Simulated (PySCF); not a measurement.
C₆ coefficients of unlike pairs at UHF

Calculated with PySCF 2.14 from the dipole response of each species, C₆(A,B) = (3/π) ∫ α_A(iu) α_B(iu) du, in atomic units, from isotropic polarisabilities. For ions this is the dispersion term alone; charge-induced terms of lower order in 1/R come first.

```json
{"species": "Fe", "configuration": "[Ar] 3d6 4s2 (5D)", "basis": "x2c-TZVPPall with one added diffuse shell each of s, p, d, f type (7s6p5d3f1g)", "relativity": "spin-free X2C", "α (bohr³)": "81.90", "C₆ (like pair)": "779.3"}
{"species": "B²⁺", "configuration": "[He] 2s1 (2S)", "basis": "aug-cc-pCVTZ-DK with one added diffuse shell each of s, p, d, f type (8s7p5d3f)", "relativity": "spin-free X2C", "α (bohr³)": "7.912", "C₆ (like pair)": "11.12"}
{"species": "Ge⁺", "configuration": "[Ar] 3d10 4s2 4p1 (2P)", "basis": "aug-cc-pVTZ-DK (7s6p4d2f)", "relativity": "spin-free X2C", "α (bohr³)": "19.82", "C₆ (like pair)": "115.6"}
{"species": "Cl³⁺", "configuration": "[Ne] 3s2 3p2 (3P)", "basis": "aug-cc-pwCVDZ (6s5p3d)", "relativity": "none", "α (bohr³)": "4.485", "C₆ (like pair)": "12.23"}
```

Task: Estimate C₆ for Cl³⁺ with Ge⁺.

Result: The integral gives 35.45. The combination rule 2 C_A C_B / (C_A α_B/α_A + C_B α_A/α_B) gives 35.25 and the geometric mean 37.59.

No spin-orbit coupling is included.

The other pairs:

```csv
pair,C₆
"Cl³⁺, Fe",76.85
"Cl³⁺, B²⁺",9.960
"Ge⁺, B²⁺",34.86
"B²⁺, Fe",91.78
"Ge⁺, Fe",278.1
```
